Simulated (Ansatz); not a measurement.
Harmonic frequencies (cm⁻¹) at PBE0-D4/def2-TZVP from Ansatz: 87, 113, 172, 206, 241, 269, 285, 353, 381, 394, 437, 452, 463, 537, 601, 623, 647, 698, 708, 731, 744, 780, 817, 865, 898, 3854, 3855, 3858, 3860, 3864.

Each molecule was computed in one conformer, which needn't be the lowest.

**Question.** Which molecule is it?
A. `[CH3][Mo]([CH3])(=[O])=[O]`
B. `[CH3][Mo](=[NH])(=[NH])[F]`
C. `C[N]=[Mo]([NH2])([NH2])=[O]`
D. `[OH][Mo]([OH])([OH])([OH])([OH])[F]`

**Answer.** D.
